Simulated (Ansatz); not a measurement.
Geometry optimisation, Ansatz 0.2.0, RKS PBE/def2-SVP.

Input:

```yaml
crystal:
  periodic: [false, false, false]
  atoms:
    - { symbol: Mo, position_ang: [0.064729, -0.124542, -0.17999] }
    - { symbol: F, position_ang: [-0.07745, -0.006811, 1.631409] }
    - { symbol: Cl, position_ang: [2.36724, -0.008304, 0.051003] }
    - { symbol: F, position_ang: [-0.012837, 1.719614, -0.300113] }
    - { symbol: Cl, position_ang: [-2.216588, -0.309502, -0.372476] }
    - { symbol: F, position_ang: [0.178488, -1.971468, 0.010327] }
    - { symbol: Cl, position_ang: [0.298123, -0.280262, -2.467753] }
    - { symbol: Br, position_ang: [-2.092476, 2.243144, 1.71097] }
    - { symbol: H, position_ang: [-1.411827, 1.288531, 2.651121] }
basis:
  gaussian: { orbitals: def2-SVP }
hamiltonian:
  xc: pbe
relax:
  f_tol: 0.03
  max_steps: 50
```

Run as:

```bash
$ ansatz run input.yaml --threads 4 --pin off --max-ram 5120MiB --backend cpu --events-out ev --progress --plain --runs-dir out
```

Q: Where does it end, and by what steps?

A: The forces met the threshold. After 19 steps the energy has fallen by 0.358 eV; Br8 moved furthest, 1.36 Å.

```
step  energy less start (eV)  largest force component (eV/Å)  accepted
   0                  0.0000                           1.951       yes
   1                 -0.2282                           0.579       yes
   2                 -0.2820                           0.147       yes
   3                 -0.3012                           0.099       yes
   4                 -0.3120                           0.136       yes
   5                 -0.3158                           0.047       yes
   6                 -0.3172                           0.038       yes
   7                 -0.3198                           0.483       yes
   8                 -0.3282                           0.139       yes
   9                 -0.3329                           0.065       yes
  10                 -0.3392                           0.078       yes
  11                 -0.3412                           0.235       yes
  12                 -0.3465                           0.146       yes
  13                 -0.3506                           0.095       yes
  14                 -0.3544                           0.148       yes
  15                 -0.3555                           0.144       yes
  16                 -0.3566                           0.112       yes
  17                 -0.3569                           0.092       yes
  18                 -0.3577                           0.042       yes
  19                 -0.3578                           0.017       yes
```

```xyz
9
Properties=species:S:1:pos:R:3
Mo 0.194 -0.035 -0.323
F 0.097 0.591 1.461
Cl 2.460 -0.329 -0.007
F 0.481 1.717 -0.850
Cl -2.074 0.302 -0.506
F -0.129 -1.739 0.329
Cl 0.357 -0.798 -2.477
Br -2.842 1.589 2.634
H -1.447 1.253 2.474
```

Whether the end is a true minimum wasn't checked by a vibrational analysis.

Time of the run: 52 s on 4 threads of Intel(R) Xeon(R) CPU @ 2.80GHz (Skylake/Cascade Lake), with other jobs on the host, peak memory 0.32 GiB.
